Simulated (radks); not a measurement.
The numbers below are computed, except where a source is named.
Polarisability of neutral rubidium, [Kr] 5s1, at imaginary frequency. Code: a radial shooting solver on a logarithmic mesh with Libxc functionals. Model: non-relativistic Kohn-Sham, LDA (Slater exchange, Perdew-Wang correlation), spin-unpolarised, spherical densities, point nucleus; relativity is left out, which matters for an element this heavy. Response by self-consistent Sternheimer equations with the Hartree and adiabatic LDA kernel.

w (hartree),alpha1(iw) (bohr^3),alpha2(iw) (bohr^5)
0.00266,299.8,8526
0.0143,284.4,8262
0.0360,221.5,7055
0.0697,131.3,4821
0.118,68.03,2722
0.186,36.17,1413
0.280,21.16,722.4
0.413,13.55,372.2
0.605,9.004,193.4
0.892,5.782,99.86
1.35,3.375,49.46
2.12,1.719,22.23
3.59,0.7506,8.394
6.94,0.2730,2.377
17.5,0.06554,0.3928

Static values: alpha1 = 300.4 bohr^3 (44.52 angstrom^3; uncoupled 379.7), alpha2 = 8536 bohr^5, alpha3 = 314400 bohr^7. C6 = 4274, C8 = 680100, triple-dipole C9 = 931600 atomic units. One-pole (London) frequency 4 C6 / (3 alpha1^2) = 0.063 hartree, against 0.085 for minus the highest occupied eigenvalue. The dipole shielding factor is 1.000, as the force sum rule N/Z = 1.000 demands. Recommended static value: 319.8 bohr^3 (Schwerdtfeger and Nagle, 2023 table).

Beside tabulated values, note that spin-unpolarised runs miss the spin-polarisation part of the exchange energy of open shells.
